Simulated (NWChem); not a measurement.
# Total energies of CNO

```xyz
3

N      0.0000     0.0000     1.2646
C      0.0000     0.0000     0.0391
O      0.0000     0.0000    -1.1358
```
Charge 0, spin multiplicity 2.

All runs are NWChem calculations. The geometry was optimised at UPBE0/def2-SVP, a minimum by its harmonic frequencies.

Basis set: def2-SVP (42 functions).

```
method   total energy (Ha)
-------  -----------------
UHF             -166.99196
UMP2            -167.40856
UB2PLYP         -167.72345
UPBE            -167.69792
UB3LYP          -167.87373
UBLYP           -167.85523
```

Total energies of different functionals aren't comparable as a measure of quality: only differences taken within one method are. 

The correlated methods keep 3 core orbitals frozen. B3LYP has NWChem's definition, with VWN1-RPA local correlation. The structure started from a generated list of species. The unpaired electrons of the parent sit in orbitals of symmetry b1 (C2v labels of the run); other states weren't searched. No SCF solution was tested for a lower state. Open-shell Hartree-Fock references start from PBE0 orbitals.
